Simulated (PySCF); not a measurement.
## Partial charges of 3-methyl-2-cyclohexen-1-one

Species: 3-methyl-2-cyclohexen-1-one, C7H10O.
Numbering: `[CH3:1][C:2]1=[CH:3][C:4](=[O:5])[CH2:6][CH2:7][CH2:8]1` (hydrogens: H9, H10, H11 on C1; H12 on C3; H13, H14 on C6; H15, H16 on C7; H17, H18 on C8)

Cartesian coordinates in Å at the GFN2-xTB level; atoms count from 1:
```xyz
18
C7H10O angstrom
C      2.4035    0.2925   -0.1991
C      0.9132    0.2451   -0.2712
C      0.1528    1.3312   -0.0944
C     -1.3068    1.3307   -0.1906
O     -1.9710    2.3281   -0.0021
C     -1.9327    0.0059   -0.5805
C     -1.1281   -1.1685   -0.0394
C      0.3051   -1.0952   -0.5560
H      2.7525   -0.2822    0.6588
H      2.8374   -0.1568   -1.0916
H      2.7635    1.3130   -0.1038
H      0.6010    2.2901    0.1268
H     -2.9650   -0.0174   -0.2282
H     -1.9534   -0.0318   -1.6745
H     -1.1195   -1.1268    1.0523
H     -1.5901   -2.1116   -0.3377
H      0.3138   -1.2585   -1.6396
H      0.9151   -1.8814   -0.1056
```

Density: PBE0/pcSseg-1 (PySCF); schemes: Mulliken, IAO, Hirshfeld and ESP-fitted. One conformer (not necessarily the lowest) at the GFN2-xTB geometry, without solvent, vibrations or thermal averaging.

**Question.** What partial charge does each atom carry?

**Answer.** In e:

```json
{"atom": "C1", "environment": "allylic carbon", "Mulliken": "-0.140", "IAO": "-0.426", "Hirshfeld": "-0.112", "ESP-fitted": "-0.611"}
{"atom": "C2", "environment": "fully substituted alkene carbon", "Mulliken": "-0.378", "IAO": "+0.069", "Hirshfeld": "+0.044", "ESP-fitted": "+0.417"}
{"atom": "C3", "environment": "alkene CH carbon", "Mulliken": "-0.050", "IAO": "-0.242", "Hirshfeld": "-0.079", "ESP-fitted": "-0.610"}
{"atom": "C4", "environment": "ketone carbonyl carbon", "Mulliken": "+0.241", "IAO": "+0.369", "Hirshfeld": "+0.146", "ESP-fitted": "+0.708"}
{"atom": "O5", "environment": "ketone oxygen", "Mulliken": "-0.376", "IAO": "-0.431", "Hirshfeld": "-0.256", "ESP-fitted": "-0.538"}
{"atom": "C6", "environment": "sp3 carbon next to a carbonyl", "Mulliken": "-0.220", "IAO": "-0.315", "Hirshfeld": "-0.079", "ESP-fitted": "-0.291"}
{"atom": "C7", "environment": "ring CH2 carbon", "Mulliken": "-0.217", "IAO": "-0.253", "Hirshfeld": "-0.066", "ESP-fitted": "+0.108"}
{"atom": "C8", "environment": "allylic carbon", "Mulliken": "-0.135", "IAO": "-0.269", "Hirshfeld": "-0.067", "ESP-fitted": "-0.326"}
{"atom": "H9", "environment": "methyl hydrogen", "Mulliken": "+0.136", "IAO": "+0.157", "Hirshfeld": "+0.052", "ESP-fitted": "+0.179"}
{"atom": "H10", "environment": "methyl hydrogen", "Mulliken": "+0.129", "IAO": "+0.154", "Hirshfeld": "+0.051", "ESP-fitted": "+0.167"}
{"atom": "H11", "environment": "methyl hydrogen", "Mulliken": "+0.121", "IAO": "+0.152", "Hirshfeld": "+0.051", "ESP-fitted": "+0.177"}
{"atom": "H12", "environment": "vinylic hydrogen", "Mulliken": "+0.086", "IAO": "+0.156", "Hirshfeld": "+0.045", "ESP-fitted": "+0.211"}
{"atom": "H13", "environment": "methylene hydrogen", "Mulliken": "+0.139", "IAO": "+0.158", "Hirshfeld": "+0.048", "ESP-fitted": "+0.078"}
{"atom": "H14", "environment": "methylene hydrogen", "Mulliken": "+0.143", "IAO": "+0.152", "Hirshfeld": "+0.048", "ESP-fitted": "+0.087"}
{"atom": "H15", "environment": "methylene hydrogen", "Mulliken": "+0.128", "IAO": "+0.137", "Hirshfeld": "+0.037", "ESP-fitted": "+0.011"}
{"atom": "H16", "environment": "methylene hydrogen", "Mulliken": "+0.121", "IAO": "+0.140", "Hirshfeld": "+0.044", "ESP-fitted": "+0.020"}
{"atom": "H17", "environment": "methylene hydrogen", "Mulliken": "+0.144", "IAO": "+0.148", "Hirshfeld": "+0.047", "ESP-fitted": "+0.113"}
{"atom": "H18", "environment": "methylene hydrogen", "Mulliken": "+0.128", "IAO": "+0.142", "Hirshfeld": "+0.046", "ESP-fitted": "+0.100"}
```

Mean size of the charges over all atoms: ESP-fitted 0.264 e, IAO 0.215 e, Mulliken 0.168 e, Hirshfeld 0.073 e. Each set sums to the total charge, 0, to within 0.001 e. The ESP scheme fits charges at the nuclei, held to the total charge, to the electrostatic potential on points at 1.4 to 2.0 times the van der Waals radii.

Lowest charge. The schemes don't all agree: Mulliken C2 (-0.378); IAO O5 (-0.431); Hirshfeld O5 (-0.256); ESP-fitted C1 (-0.611).

Highest charge. All schemes agree: Mulliken C4 (+0.241); IAO C4 (+0.369); Hirshfeld C4 (+0.146); ESP-fitted C4 (+0.708).

**Question.** How closely do the schemes follow one another over all atoms?

**Answer.** Correlation coefficient and root-mean-square difference: IAO with Hirshfeld 0.94, 0.157 e; IAO with ESP-fitted 0.86, 0.182 e; Hirshfeld with ESP-fitted 0.85, 0.268 e; Mulliken with IAO 0.80, 0.144 e; Mulliken with Hirshfeld 0.77, 0.133 e; Mulliken with ESP-fitted 0.48, 0.299 e.

**Question.** How many electrons does the Mulliken scheme count on C4?

**Answer.** Z − q = 6 − (+0.241) = 5.759.

**Question.** Sum the charges by element, for elements with more than one atom.

**Answer.** 
```tsv
element	atoms	Mulliken	IAO	Hirshfeld	ESP-fitted
C	7	-0.899	-1.067	-0.213	-0.604
H	10	+1.275	+1.497	+0.469	+1.142
```
